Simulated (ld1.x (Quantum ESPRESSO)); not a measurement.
# u(r) = r·R(r): atom against pseudo-atom (technetium)

Columns: radius, all-electron u(r) and pseudo u(r) of the 5s shell (level -11.43 eV) of technetium in the configuration [Ar] 3d10 4s2 4p6 4d5 5s1 5p0; BLYP, scalar-relativistic, RRKJ scheme, ld1.x (Quantum ESPRESSO) 7.5.

```tsv
r (bohr)	all-electron	pseudo
0.103	-0.1299	0.0349
0.205	0.0780	0.0680
0.308	0.1989	0.0983
0.410	0.1136	0.1240
0.513	-0.0520	0.1449
0.615	-0.1988	0.1605
0.718	-0.2893	0.1715
0.820	-0.3166	0.1792
0.923	-0.2912	0.1854
1.025	-0.2285	0.1923
1.128	-0.1413	0.2020
1.230	-0.0433	0.2165
1.332	0.0578	0.2380
1.435	0.1569	0.2684
1.538	0.2492	0.3085
1.640	0.3317	0.3572
1.743	0.4048	0.4125
1.845	0.4670	0.4682
1.948	0.5194	0.5194
2.050	0.5617	0.5617
2.153	0.5953	0.5953
2.255	0.6205	0.6205
2.358	0.6383	0.6383
2.460	0.6495	0.6495
2.562	0.6548	0.6548
2.665	0.6551	0.6551
```

Q: How many radial nodes do the two functions have?

A: The all-electron 5s function has n − l − 1 = 4 (the table is too coarse to show those close to the nucleus); the pseudo-wave has 0, since the states of the same l below it are removed with the core.

Q: At about which radius was the pseudo-wave matched?

A: 2.05 bohr, where the columns begin to agree (steps of 0.10 bohr).

Q: Is the pseudo-wave norm-conserving?

A: Yes: the RRKJ scheme keeps the norm inside the radius equal to the all-electron one, which fixes the energy derivative of the logarithmic derivative at the level.
